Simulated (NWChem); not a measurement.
Molecule: C₂H₉NSi; SMILES [SiH3]CNC

```xyz
13

C      0.7290    -1.8477     0.1902
N     -0.4793    -1.2676    -0.3400
C     -0.8841    -0.0082     0.2555
Si     0.1986     1.5337    -0.0811
H      0.9446    -2.7939    -0.3289
H      0.5890    -2.0899     1.2574
H      1.6373    -1.2101     0.1197
H     -0.4220    -1.1824    -1.3515
H     -1.9059     0.2394    -0.0841
H     -0.9748    -0.1436     1.3486
H      0.3385     1.7245    -1.5607
H      1.5746     1.4228     0.4954
H     -0.4518     2.7515     0.4980
```
Atoms are numbered in this order, from 1.

Program: NWChem. The geometry was optimised at PBE0/def2-SVP. Level: PBE0/def2-SVP with SMD (1 M gas to 1 M solution), gas-phase geometry. Reactions with the solvent are ignored.

Task: Estimate the computed values for solvent water. Quantities: solvation free energy (kcal/mol); cavity-dispersion-structure term (kcal/mol); dipole in solution (D).

Result: 
```json
{
 "solvation free energy (kcal/mol)": "-1.2",
 "cavity-dispersion-structure term (kcal/mol)": "2.2",
 "dipole in solution (D)": "0.46"
}
```
